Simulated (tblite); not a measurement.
Species: C6H8O3.
Z-matrix (Å and degrees, GFN2-xTB geometry), rows numbered from 1:
```
C 
C   1  1.3227
O   2  1.3589  1  121.54
C   3  1.3297  2  118.99  1  -179.93
C   4  1.3409  3  123.91  2  -179.92
C   5  1.4642  4  124.50  3     0.00
O   6  1.2052  5  127.30  4     0.20
O   6  1.3529  5  109.76  4  -179.79
C   8  1.4171  6  115.84  5   179.99
H   1  1.0745  2  120.77  3     0.03
H   1  1.0730  2  120.88  3  -179.99
H   2  1.0873  1  122.73  3   179.96
H   4  1.0900  3  116.30  2     0.06
H   5  1.0762  4  119.53  3  -179.98
H   9  1.0921  8  110.43  6   -60.13
H   9  1.0871  8  106.28  6   179.96
H   9  1.0921  8  110.42  6    60.04
```

Level: GFN2-xTB in tblite, geometry and Hessian alike; calculated harmonic values, unscaled, isolated species. This tight-binding method is rough: wavenumbers can miss measured ones by several per cent, in bad cases by 10 to 20. One conformer, not necessarily the lowest.

Harmonic wavenumbers (cm⁻¹): 33.2, 49.0, 75.3, 106.0, 121.0, 175.7, 217.0, 271.6, 348.4, 364.1, 471.7, 596.0, 671.3, 688.8, 737.7, 803.7, 842.1, 892.8, 902.3, 958.8, 996.4, 1037.3, 1105.8, 1125.6, 1138.8, 1155.2, 1174.5, 1272.9, 1305.8, 1363.3, 1369.0, 1389.3, 1444.3, 1467.2, 1645.5, 1690.1, 1751.9, 2970.1, 2971.4, 2984.8, 2997.1, 3040.9, 3131.2, 3136.5, 3177.4.

A = 5425, B = 707.0, C = 627.9 MHz; mass 128.047 u (most abundant isotopes); point group Cs, symmetry number 1.

**Question.** What is the zero-point energy?

**Answer.** ½Σν̃ = 28084 cm⁻¹ = 335.96 kJ/mol.

**Question.** Entropy at 500 K, 1 bar (ideal gas, RRHO, classical rotation)?

**Answer.** Translation 180.12, rotation 128.96, vibration 215.46: S = 524.5 J/(mol K).

**Question.** And Cp and H(500 K) − H(0)?

**Answer.** Cp = 220.98 J/(mol K), of which vibrations give 187.72 (their classical limit is 45 R = 374.2); H(500 K) − H(0) = 67.72 kJ/mol without the zero-point energy, 51.09 from vibrations.

**Question.** Blend soft modes into free rotors: weight 1/[1 + (100 cm⁻¹/ν̃)⁴] for the oscillator and the rest for a rotor with moment μB/(μ + B), μ = h/(8π²ν), B = 10⁻⁴⁴ kg m². What vibrational entropy results?

**Answer.** 191.47 J/(mol K) in place of 215.46, which changes −T·S at 500 K by +12.00 kJ/mol.

**Question.** Which modes carry the vibrational entropy at 500 K?

**Answer.** 33.2 cm⁻¹: 27.84; 49.0 cm⁻¹: 24.61; 75.3 cm⁻¹: 21.05; 106.0 cm⁻¹: 18.22; 121.0 cm⁻¹: 17.13; 175.7 cm⁻¹: 14.07 J/(mol K); the other 39 give 92.54 together.

Hindered rotation and anharmonicity are outside this model. Other conformers, if any are populated, would add a mixing term that is left out.
